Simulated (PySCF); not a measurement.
A side-by-side comparison of computed properties.

First species: C4H2ClFSe.
SMILES: `Fc1cc[se]c1Cl`

Second species: ethylene carbonate, C₃H₄O₃.
Numbering: `[O:1]=[C:2]1[O:3][CH2:4][CH2:5][O:6]1` (hydrogens: H7, H8 on C4; H9, H10 on C5)

Levels: CAM-B3LYP/def2-SVPD for dipole moment, HOMO energy, LUMO energy, HOMO–LUMO gap, static isotropic polarisability and electronic spatial extent ⟨r²⟩ about the centre of nuclear charge; TDDFT CAM-B3LYP/def2-SVPD for lowest singlet excitation; TDA CAM-B3LYP/def2-SVPD for lowest triplet excitation (Tamm–Dancoff); ΔSCF CAM-B3LYP/def2-SVPD for vertical ionisation energy; PBE0-D3(BJ)/def2-SVP for rotational constant A and rotational constant C. Geometries: PBE0-D3(BJ)/def2-SVP. Each species is one conformer at its optimised geometry, gas phase, non-relativistic unless stated; the electronic structure was computed with PySCF and density fitting.

```
                                                         property    column X   column Y
                                                    dipole moment      2.42 D     5.57 D
                                                      HOMO energy    -8.16 eV  -10.29 eV
                                                      LUMO energy    -0.12 eV    0.83 eV
                                                    HOMO–LUMO gap     8.04 eV   11.12 eV
                                        lowest singlet excitation     5.10 eV    7.08 eV
                         lowest triplet excitation (Tamm–Dancoff)     3.36 eV    6.59 eV
                                  static isotropic polarisability     83.3 au    44.1 au
                                       vertical ionisation energy     8.87 eV   11.39 eV
electronic spatial extent ⟨r²⟩ about the centre of nuclear charge  1180 bohr²  453 bohr²
                                            rotational constant A   2.085 GHz  8.168 GHz
                                            rotational constant C   0.837 GHz  2.746 GHz
```

Which column belongs to which species?

Column X is the first species and column Y the second. The first has 9 atoms and 86 electrons, the second 10 and 46.

How does each property change from the first species to the second?

dipole moment +3.15 D; HOMO energy -2.13 eV; LUMO energy +0.95 eV; HOMO–LUMO gap +3.08 eV; lowest singlet excitation +1.98 eV; lowest triplet excitation (Tamm–Dancoff) +3.23 eV; static isotropic polarisability -39.2 au; vertical ionisation energy +2.52 eV; electronic spatial extent ⟨r²⟩ about the centre of nuclear charge -727 bohr²; rotational constant A +6.083 GHz; rotational constant C +1.909 GHz.

On the first: In wavenumbers S1 is 41100 cm⁻¹ (1 eV = 8065.54 cm⁻¹). Relativistic effects, spin–orbit coupling among them, are left out although an element past zinc is present.

On the second: The ΔSCF ionisation energy exceeds −ε(HOMO) by 1.10 eV with CAM-B3LYP. The dipole matches unit charges of opposite sign 1.16 Å apart (1 e·Å = 4.8032 D).
